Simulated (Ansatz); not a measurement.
The same molecule with X = B, Al, Ga, In. Ansatz, PBE0-D4/def2-TZVP geometries, multiplicity 1. Each molecule was computed in one conformer, which needn't be the lowest.

Elements past krypton have def2 core potentials. Scalar relativity is left out up to krypton.

| X | molecule | mean X–Cl bond length / Å | mean X–N bond length / Å | HOMO energy (PBE/def2-TZVPP) / eV | LUMO energy (B3LYP/def2-TZVPP) / eV | HOMO–LUMO gap (B3LYP/def2-TZVPP) / eV |
| --- | --- | --- | --- | --- | --- | --- |
| B | `CNB(Cl)Cl` | 1.764 | 1.383 | -6.59 | 0.07 | 7.76 |
| Al | `C[NH][Al]([Cl])[Cl]` | 2.083 | 1.748 | -5.94 | -0.80 | 6.25 |
| Ga | `C[NH][Ga]([Cl])[Cl]` | 2.126 | 1.792 | -6.00 | -1.28 | 5.83 |

Task: Give the row for X = In, `C[NH][In]([Cl])[Cl]`. (An estimate is asked.)

Result: Computed: 
```tsv
X	molecule	mean X–Cl bond length / Å	mean X–N bond length / Å	HOMO energy (PBE/def2-TZVPP) / eV	LUMO energy (B3LYP/def2-TZVPP) / eV	HOMO–LUMO gap (B3LYP/def2-TZVPP) / eV
In	`C[NH][In]([Cl])[Cl]`	2.309	1.987	-5.88	-2.30	4.67
```

From B to In the mean X–Cl bond length rises at each step, by 0.545 Å in all; the mean X–N bond length rises at each step, by 0.604 Å in all; the HOMO energy (PBE/def2-TZVPP) isn't monotonic: highest at In, lowest at B; the LUMO energy (B3LYP/def2-TZVPP) falls at each step, by 2.37 eV in all; the HOMO–LUMO gap (B3LYP/def2-TZVPP) falls at each step, by 3.09 eV in all. Bonds lengthen as the atom grows down the group.

B3LYP here is the variant with VWN-RPA as its local correlation; programs differ in this.
